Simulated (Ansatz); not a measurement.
Geometry optimisation, Ansatz, DFT PBE-D3(BJ), scalar-relativistic, plane waves, PAW.

The input (input.yaml):

```yaml
crystal:
  lattice:
    - [7.3, 0.0, 0.0]
    - [3.65, 6.321985, 0.0]
    - [0.0, 0.0, 18.73415]
  atoms:
    - { symbol: "Y", position: [0.0, 0.0, 0.0533785] }
    - { symbol: "Y", position: [0.5, 0.0, 0.0533785] }
    - { symbol: "Y", position: [0.0, 0.5, 0.0533785] }
    - { symbol: "Y", position: [0.5, 0.5, 0.0533785] }
    - { symbol: "Y", position: [-0.1666667, 0.3333333, 0.2064185] }
    - { symbol: "Y", position: [0.3333333, 0.3333333, 0.2064185] }
    - { symbol: "Y", position: [-0.1666667, 0.8333333, 0.2064185] }
    - { symbol: "Y", position: [0.3333333, 0.8333333, 0.2064185] }
    - { symbol: "Y", position: [0.0, 0.0, 0.3594585] }
    - { symbol: "Y", position: [0.5, 0.0, 0.3594585] }
    - { symbol: "Y", position: [0.0, 0.5, 0.3594585] }
    - { symbol: "Y", position: [0.5, 0.5, 0.3594585] }
    - { symbol: S, position: [0.7503094, 0.7504103, 0.4886344] }
basis:
  ecutwfc: 420.0
kpoints:
  mp_grid: { grid: [3, 3, 1] }
hamiltonian:
  xc: pbe
  dispersion: d3bj
scf:
  occupations: { method: gaussian, width: 0.05 }
  lower_state_search: "off"
relax:
  f_tol: 0.03
  max_steps: 60
  adjacent_minimum: "off"
  constraints: [{ sites: [0, 1, 2, 3] }]
```

Command:

```bash
$ ansatz run input.yaml --threads 4 --pin off --max-ram 10240MiB --backend cpu --events-out ev --progress --plain --runs-dir out
```

**Question.** Where does it end, and by what steps?

**Answer.** The forces met the threshold. The force dipped under the threshold on the way, but the program's further checks kept it going. Limits of this set-up: coarse k mesh, thin slab, slab without dipole correction. After 14 steps the energy has fallen by 1.563 eV; S13 moved furthest, 1.35 Å. Joined: Y12–S13.

```tsv
step	energy less start (eV)	largest force component (eV/Å)	accepted
0	0.0000	2.816	yes
1	-0.6630	2.158	yes
2	-1.0216	0.709	yes
3	-1.1468	0.231	yes
4	-1.2257	0.087	yes
5	-1.2394	0.081	yes
6	-1.2438	0.116	yes
7	-1.3022	0.345	yes
8	-1.3922	0.300	yes
9	-1.4727	0.194	yes
10	-1.5371	0.084	yes
11	-1.5610	0.079	yes
12	-1.5620	0.063	yes
13	-1.5630	0.011	yes
14	-1.5630	0.011	yes
```

```xyz
13
Lattice="7.3000 0.0000 0.0000 3.6500 6.3220 0.0000 0.0000 0.0000 18.7341" Properties=species:S:1:pos:R:3
Y 0.000 0.000 1.000
Y 3.650 0.000 1.000
Y 1.825 3.161 1.000
Y 5.475 3.161 1.000
Y 0.000 2.106 3.787
Y 3.650 2.107 3.720
Y 1.827 5.269 3.786
Y 5.474 5.269 3.787
Y 0.000 0.000 6.453
Y 3.651 -0.051 6.628
Y 1.781 3.187 6.628
Y 5.522 3.188 6.626
S 7.301 4.215 8.310
```

The run took 71 s on 4 threads of Intel(R) Xeon(R) Platinum 8488C (Sapphire Rapids), on a shared host, peak memory 1.7 GiB.
